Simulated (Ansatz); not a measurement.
# Worked example: SiH3(CH3) + C4H9I → SiH3I + C5H12

Gas-phase species: SiH3(CH3) (methylsilane), singlet; C4H9I (tert-butyl iodide) `CC(C)(C)I`, singlet; SiH3I `[SiH3]I`, singlet; C5H12 (neopentane) `CC(C)(C)C`, singlet. The partners trade CH3 for I: Si–CH3 and C–I bonds give way to Si–I and C–CH3.

Shapes, held fixed at every level: PBE0-D4/def2-TZVP. Programs: Ansatz 0.2.0. Electronic energies: no zero-point or thermal term.

At CCSD(T)/def2-TZVPP; 1 Eh = 2625.50 kJ/mol:

```
  species  energy (Eh)
SiH3(CH3)  -330.690236
    C4H9I  -454.705305
    SiH3I  -588.021398
    C5H12  -197.402711
```

Task: Work out ΔE of the reaction at this level.

Result: 
1. Products less reactants: (-588.021398) + (-197.402711) − [(-330.690236) + (-454.705305)] = -0.028568 Eh = -75.0 kJ/mol.

Other levels give -98.3 (HF/def2-SVP) to -77.3 kJ/mol (SPW92/def2-TZVPP). No measured value is set beside it here. For atoms past krypton def2 sets carry core potentials with scalar relativity. Outer-core shells of I are correlated, in sets that cover them unevenly. The median of the other correlated levels is -83.6 kJ/mol.
